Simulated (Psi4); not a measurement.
C₂F₄ (SMILES FC(F)=C(F)F), singlet, geometry from GFN2-xTB.

Here is a job for Psi4.
```
memory 2 GB

molecule mol {
0 1
  C    -0.001053    0.002480    0.664375
  C     0.001053   -0.002480   -0.664375
  F     0.002738    1.101181    1.396572
  F    -0.007178   -1.090724    1.404739
  F     0.007178    1.090724   -1.404739
  F    -0.002738   -1.101181   -1.396572
}

set basis pcseg-2
set reference rhf
set freeze_core true

energy('mp2')
print_variables()
```

**Question.** What is the computed total energy (MP2/pcseg-2 run with Psi4)?

**Answer.** -474.8626 Eh

**Question.** Predict the number of basis functions from MP2/pcseg-2.

**Answer.** 180

**Question.** What is the computed nuclear repulsion energy (MP2/pcseg-2)?

**Answer.** 243.6129 Eh

**Question.** Estimate the MP2 correlation energy that MP2/pcseg-2 returns for this input.

**Answer.** -1.2597 Eh
